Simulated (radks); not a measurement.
Ni2+, configuration [Ar] 3d8.

Method: scalar-relativistic Kohn-Sham, LDA (Slater exchange, Perdew-Wang correlation), spin-polarised, spherical densities, point nucleus; open shells are filled with parallel spins first; computed with a radial shooting solver on a logarithmic mesh with Libxc functionals.

Energy parts (eV):
total: -41282.248
kinetic: 41838.489
electron-nucleus: -98648.034
Hartree: 17168.546
exchange-correlation: -1641.249

Orbitals (lengths in bohr, moments of r in powers of bohr):
orbital  occ.  eigenvalue (eV)       <r^4>
1s up       1        -8214.938  0.00004005
1s down     1        -8214.925  0.00004005
2s up       1        -999.7154    0.008807
2s down     1        -998.5339    0.008782
2p up       3        -863.9507    0.006600
2p down     3        -863.0411    0.006575
3s up       1        -131.2523      0.6584
3s down     1        -129.0484      0.6657
3p up       3         -92.0047      0.9060
3p down     3         -89.8578      0.9234
3d up       5         -29.5806       3.643
3d down     3         -27.6270       4.133

The highest occupied level is 3d down at -27.627 eV. For comparison, the ionisation energy in NIST's Atomic Spectra Database is 35.19 eV (measured). In exact Kohn-Sham theory the highest level is minus the ionisation energy, but local and semilocal functionals leave it too shallow, through self-interaction and a potential that decays too fast; potentials with the right tail come closer. Spin moment in Bohr magnetons: 2. Summed over all electrons, <r^2> = 15.86 bohr^2, which gives a Langevin (diamagnetic) susceptibility term of -12.6 x 10^-6 cm^3/mol. The density falls to 0.001 e/bohr^3 at r = 2.96 bohr.
